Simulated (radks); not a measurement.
All-electron atom: neutral caesium in [Xe] 6s1.

All-electron calculation, scalar-relativistic Kohn-Sham, BP86, spin-unpolarised, spherical densities, finite nucleus; Fermi nuclear charge, rms radius 4.8041 fm. Program: a radial shooting solver on a logarithmic mesh with Libxc functionals.

Energy parts (eV):
total: -211920.15
kinetic: 223263.35
electron-nucleus: -512775.66
Hartree: 82851.58
exchange-correlation: -5259.41

Orbitals (lengths in bohr, moments of r in powers of bohr):
orbital  occ.  eigenvalue (eV)      <r^4>      <r>
1s          2        -35802.94  2.245e-06  0.02611
2s          2        -5616.139  0.0003777   0.1121
2p          6        -5038.308  0.0002742  0.09820
3s          2        -1167.675    0.01584   0.2990
3p          6        -981.6906    0.01659   0.2970
3d         10        -708.5670    0.01417   0.2736
4s          2        -220.3597     0.4341   0.6947
4p          6        -160.8947     0.5842   0.7394
4d         10         -74.3404      1.111   0.8368
5s          2         -26.8455      17.60    1.740
5p          6         -13.6084      40.15    2.089
5d          0          -0.4904       4680    5.865
6s          1          -2.2257       2033    5.613
6p          0          -0.8195       7917    7.789

The highest occupied level is 6s at -2.226 eV. For comparison, the ionisation energy in NIST's Atomic Spectra Database is 3.894 eV (measured). In exact Kohn-Sham theory the highest level is minus the ionisation energy, but local and semilocal functionals leave it too shallow, through self-interaction and a potential that decays too fast; potentials with the right tail come closer. The electron density at the nucleus is 3.066e+05 e/bohr^3 (large components only). Summed over all electrons, <r^2> = 87.37 bohr^2, which gives a Langevin (diamagnetic) susceptibility term of -69.2 x 10^-6 cm^3/mol.

Beside tabulated values, note that spin-unpolarised runs miss the spin-polarisation part of the exchange energy of open shells.
